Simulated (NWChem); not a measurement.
Molecule: BN2H5; SMILES NBN

```xyz
8

B      0.0000     0.0000    -0.4811
H      0.0000     0.0000    -1.6947
N     -1.2431     0.0000     0.1880
H     -2.1178     0.0000    -0.3139
H     -1.3522     0.0000     1.1929
N      1.2431     0.0000     0.1880
H      1.3522     0.0000     1.1929
H      2.1178     0.0000    -0.3139
```
Atoms are numbered in this order, from 1.

All runs: NWChem. Pople sets run with spherical d functions. STO-3G and 3-21G are far too small for this property and stand as cheap habits. Geometry: optimised at PBE0/def2-SVP. B3LYP is NWChem's, with the RPA form of VWN correlation. Field at 589 nm.

Order these by “anisotropy (bohr³)”, lowest first: B3LYP/aug-cc-pVDZ; B3LYP/def2-SVPD; B3LYP/def2-SVP; B3LYP/6-31G*.

B3LYP/aug-cc-pVDZ (11.2), B3LYP/def2-SVPD (12.3), B3LYP/def2-SVP (16.0), B3LYP/6-31G* (18.3)
